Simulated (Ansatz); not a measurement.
Isolated molecules relaxed with PBE0-D4/def2-TZVP in Ansatz; ΔE leaves out vibrations. CBS: MP2 limit from def2 TZ/QZ plus the TZ coupled-cluster correction, frozen cores. Functionals use def2-TZVPP. B3LYP here is the variant with VWN-RPA as its local correlation; programs differ in this. For Ge outer-core shells are correlated without core-valence functions, which leaves a few kJ/mol of doubt a bond. Scalar relativity is left out up to krypton. One conformer a species, not always the lowest.

Reaction (cleavage of the Ge–B bond): `O[B]([GeH3])CCl` + `CCN[SiH2]Cl` → `CC[N]([GeH3])[SiH2]Cl` + `OBCCl`

| level | ΔE (kJ/mol) | difference from CCSD(T)/CBS |
| --- | --- | --- |
| PBE-D4 | -20.0 | 12.4 |
| r2SCAN-D4 | -26.1 | 6.3 |
| PBE0-D4 | -23.7 | 8.7 |
| B3LYP-D4 | -30.1 | 2.3 |
| ωB97X-V | -31.0 | 1.4 |
| ωB97M-V | -31.1 | 1.3 |
| B2PLYP | -30.1 | 2.3 |
| PBE | -14.6 | 17.8 |
| r2SCAN | -24.6 | 7.8 |
| PBE0 | -18.9 | 13.5 |
| B3LYP | -21.5 | 10.9 |
| HF/def2-TZVPP | -33.4 | -1.0 |
| MP2/def2-TZVPP | -40.8 | -8.4 |
| SCS-MP2/def2-TZVPP | -40.1 | -7.7 |
| CCSD/def2-TZVPP | -32.9 | -0.5 |
| CCSD(T)/def2-TZVPP | -34.3 | -1.9 |
| HF/def2-QZVPP | -34.9 | -2.5 |
| MP2/def2-QZVPP | -40.2 | -7.8 |
| SCS-MP2/def2-QZVPP | -39.7 | -7.3 |
| HF/CBS(def2) | -35.1 | -2.7 |
| MP2/CBS(def2) | -38.9 | -6.5 |
| CCSD/CBS(def2) | -31.0 | 1.4 |
| CCSD(T)/CBS | -32.4 | 0 |

Largest T1 diagnostic among the species: 0.013.

The D4 term adds −8.6 kJ/mol with B3LYP and −4.7 kJ/mol with PBE0; it sums over pairs of atoms, weighted by their polarisabilities, and B3LYP, whose exchange is more repulsive, gets the larger term. From PBE to PBE0 (25 % exact exchange), in def2-TZVPP and without D4, ΔE moves by −4.3 kJ/mol.
